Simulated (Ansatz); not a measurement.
Geometry optimisation, RKS r2SCAN/def2-SVP (Ansatz).

input.yaml

```yaml
crystal:
  periodic: [false, false, false]
  atoms:
    - { symbol: Sn, position_ang: [0.0, 0.0, 0.0] }
    - { symbol: O, position_ang: [0.0, 0.0, 1.96] }
    - { symbol: H, position_ang: [-0.9095, -0.2814, 2.2971] }
    - { symbol: O, position_ang: [1.8483, 0.0, -0.6527] }
    - { symbol: H, position_ang: [2.1646, -0.9521, -0.7693] }
    - { symbol: H, position_ang: [-0.8195, 1.4198, -0.5794] }
    - { symbol: H, position_ang: [-0.8195, -1.4198, -0.5794] }
basis:
  gaussian: { orbitals: def2-SVP }
hamiltonian:
  xc: r2scan
relax:
  f_tol: 0.02
  max_steps: 40
```

Command:

```bash
$ ansatz run input.yaml --threads 1 --pin off --max-ram 2048MiB --backend cpu --events-out ev --progress --plain --runs-dir out
```

Q: Where does it end, and by what steps?

A: It converged. The force dipped under the threshold on the way, but the program's further checks kept it going. After 11 steps the energy has fallen by 0.204 eV; H3 moved furthest, 0.68 Å.

```
step  energy less start (eV)  largest force component (eV/Å)  accepted
   0                  0.0000                           1.794       yes
   1                 -0.1112                           1.603       yes
   2                 -0.1442                           1.356       yes
   3                 -0.1890                           0.231       yes
   4                 -0.1904                           0.255       yes
   5                 -0.1972                           0.297       yes
   6                 -0.1990                           0.336       yes
   7                 -0.2029                           0.096       yes
   8                 -0.2033                           0.088       yes
   9                 -0.2042                           0.015       yes
  10                 -0.1739                           1.100        no
  11                 -0.2043                           0.015       yes
```

```xyz
7
Properties=species:S:1:pos:R:3
Sn -0.167 0.036 -0.120
O -0.234 0.197 1.864
H -0.340 -0.662 2.296
O 1.732 -0.086 -0.696
H 2.179 -0.869 -0.344
H -0.683 1.533 -0.735
H -1.021 -1.382 -0.588
```

Run time: 38 s on 1 thread of Arm Neoverse V2 (shared host), peak memory 0.15 GiB.
